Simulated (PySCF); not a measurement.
**Ionisation energy along the 15-electron series**

Calculated with PySCF 2.14 and a two-component X2C-1e Hamiltonian (Gaussian nucleus, no Breit or QED terms), each ion in its own even-tempered basis scaled to its charge; GMP2 freezes 1s2 and drops the highest virtual spinors. Values in eV. NIST values: (m) measured, (s) semi-empirical, (t) theoretical.

| ion | configuration | GHF (spin-free) | GMP2 (spin-free) | GHF (screened spin-orbit) | GMP2 (screened spin-orbit) | NIST |
| --- | --- | --- | --- | --- | --- | --- |
| Pr⁴⁴⁺ | [Ne] 3s2 3p3 | 3564.3 | 3564.7 | 3514.4 | 3514.7 | 3512 ± 4 (t) |
| Nd⁴⁵⁺ | [Ne] 3s2 3p3 | 3717.8 | 3718.1 | 3664.5 | 3664.9 | 3662 ± 4 (t) |
| Pm⁴⁶⁺ | [Ne] 3s2 3p3 | 3874.4 | 3874.8 | 3817.7 | 3818.0 | 3816 ± 4 (t) |

Between Z = 59 and Z = 61 the GMP2 (screened spin-orbit) value grows as Z to the power 2.48.
